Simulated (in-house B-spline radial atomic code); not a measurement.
# RPA correlation on HSE06: Pd

Configuration [Kr] 4d10, mean-field start HSE06. Computed with an all-electron radial atomic-structure program (B-spline basis): all electrons, scalar-relativistic (spin-free one-electron X2C), finite nucleus, each spin shell either full or empty, empty states to l = 9 with an (l + 1/2)⁻⁴ tail; G0W0 by contour deformation at full frequency.

The highest G0W0 level has too low a weight to be given.

Command:
```bash
python run_gw.py task.json out
```
Settings (radii: box in bohr, nucleus in fm):
```
Z                        46
electrons                46
configuration            [Kr] 4d10
hamiltonian              x2c
method                   hse06
lmax                     9
rms_radius               4.5318
spin_polarised           False
box_radius               40
intervals                72
```

Cost of the run: 3.9 s on 1 thread of Arm Neoverse V1 (shared host).

Energies (hartree):

| term | value |
| --- | --- |
| mean-field total | -5044.96064 |
| Hartree-Fock functional on these orbitals | -5042.78532 |
| direct second order | -4.1176 |
| second-order exchange | 1.1375 |
| SOSEX correction | 1.0413 |

(1) What is the RPA correlation energy, and what remains with SOSEX?

Results:

(1) RPA gives -3.5267 hartree (-2.09 eV per electron); RPA + SOSEX gives -2.4854, and the second-order doubles -2.9801 hartree (no singles). RPA lacks exchange-type terms and so overcorrelates at short range.
